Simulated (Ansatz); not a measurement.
Reaction (substitution at a C–C bond): `CC=C1C=CC=C1` + `O[SiH](F)S` → `CO[SiH](F)S` + `C=C1C=CC=C1`

Gas-phase electronic energies from Ansatz, PBE0-D4/def2-TZVP geometries. CCSD(T)/CBS adds triple-zeta CCSD(T) − MP2 to the extrapolated MP2 energy (def2 sets, frozen cores). DFT in def2-TZVPP. B3LYP here is the variant with VWN-RPA as its local correlation; programs differ in this. HSE06 is defined as in plane-wave codes. One conformer a species, not always the lowest.

`CC=C1C=CC=C1`:

```xyz
15

C     1.202    2.106   -0.027
C     1.215    0.641   -0.253
C     0.185   -0.203   -0.084
C    -1.176    0.097    0.353
C    -1.865   -1.064    0.375
C    -0.985   -2.153   -0.043
C     0.233   -1.646   -0.317
H     1.952    2.384    0.722
H     0.230    2.468    0.306
H     1.476    2.637   -0.945
H     2.159    0.216   -0.588
H    -1.554    1.075    0.610
H    -2.903   -1.185    0.656
H    -1.281   -3.191   -0.115
H     1.111   -2.182   -0.650
```

`O[SiH](F)S`:

```xyz
7

O     0.216    1.650   -0.002
Si    0.155    0.078    0.400
F     1.538   -0.667    0.131
S    -1.319   -0.880   -0.791
H     0.250    1.885   -0.931
H    -0.089    0.025    1.849
H    -0.752   -2.091   -0.657
```

`CO[SiH](F)S`:

Z-matrix (Å, degrees):
```
C
O 1 1.415
H 1 1.094 2 111.2
H 1 1.090 2 107.9 3 119.4
H 1 1.095 2 111.2 3 -121.6
Si 2 1.623 1 124.4 3 59.9
S 6 2.109 2 108.5 1 -172.8
F 6 1.597 2 107.9 1 -51.2
H 6 1.477 2 113.7 1 66.3
H 7 1.345 6 92.9 2 42.9
```

`C=C1C=CC=C1`:

```xyz
12

C     0.568    1.899   -0.326
C     0.190    0.636   -0.109
C     1.050   -0.483    0.282
C     0.275   -1.578    0.396
C    -1.112   -1.216    0.084
C    -1.167    0.095   -0.216
H    -0.148    2.660   -0.614
H     1.604    2.203   -0.220
H     2.116   -0.410    0.444
H     0.603   -2.571    0.671
H    -1.944   -1.907    0.098
H    -2.037    0.673   -0.490
```

```csv
level,ΔE (kcal/mol),difference from CCSD(T)/CBS
LDA (SPW92),20.2,2.6
PBE-D4,18.4,0.8
revPBE-D4,18.2,0.6
BLYP-D4,16.2,-1.4
B97M-V,18.0,0.4
PBE0-D4,18.5,0.9
B3LYP-D4,16.5,-1.1
r2SCANh-D4,18.4,0.8
r2SCAN0-D4,18.5,0.9
HSE06-D4,18.5,0.9
CAM-B3LYP-D4,16.3,-1.3
ωB97X-V,16.4,-1.2
ωB97M-V,17.1,-0.5
B2PLYP,17.0,-0.6
PBE-QIDH,18.7,1.1
revPBE,17.4,-0.2
BLYP,15.7,-1.9
r2SCAN,18.2,0.6
PBE0,18.3,0.7
B3LYP,16.2,-1.4
r2SCANh,18.3,0.7
r2SCAN0,18.4,0.8
HSE06,18.3,0.7
BHLYP,16.0,-1.6
CAM-B3LYP,16.1,-1.5
LC-ωPBE,17.6,0.0
RPA@PBE/def2-TZVPP,15.0,-2.6
HF/def2-SVP,12.3,-5.3
CCSD/def2-SVP,14.6,-3.0
CCSD(T)/def2-SVP,14.8,-2.8
HF/def2-TZVPP,13.9,-3.7
MP2/def2-TZVPP,19.3,1.7
SCS-MP2/def2-TZVPP,17.3,-0.3
CCSD/def2-TZVPP,16.6,-1.0
CCSD(T)/def2-TZVPP,17.0,-0.6
HF/def2-QZVPP,13.8,-3.8
MP2/def2-QZVPP,19.6,2.0
SCS-MP2/def2-QZVPP,17.6,0.0
HF/CBS(def2),13.8,-3.8
MP2/CBS(def2),19.9,2.3
CCSD(T)/CBS,17.6,0
```

(1) What do rigid-rotor, harmonic-oscillator terms from PBE0-D4/def2-TZVP frequencies (298.15 K, 1 bar) make of the CCSD(T)/CBS value? (Best estimate.)

Largest T1 diagnostic among the species: 0.012.

## Answers

(1) Computed: ΔZPE = 0.0 kcal/mol, ΔH = +17.8 kcal/mol, ΔS = 8 J/(mol·K), ΔG = +17.2 kcal/mol.

Leaving LDA and LC-ωPBE aside and taking each functional with its dispersion term where it has one, the values, not all of them listed here, spread over 2.6 kcal/mol, from BHLYP-D4 to PBE-QIDH. LDA lies +2.1 kcal/mol from PBE without D4. At CCSD(T), def2-SVP lies −2.8 kcal/mol from the extrapolated value and def2-TZVPP −0.6 kcal/mol. In def2-TZVPP, CCSD(T) changes the Hartree–Fock value by +3.1 kcal/mol (the triples alone add +0.4 kcal/mol) and MP2 by +5.4 kcal/mol.
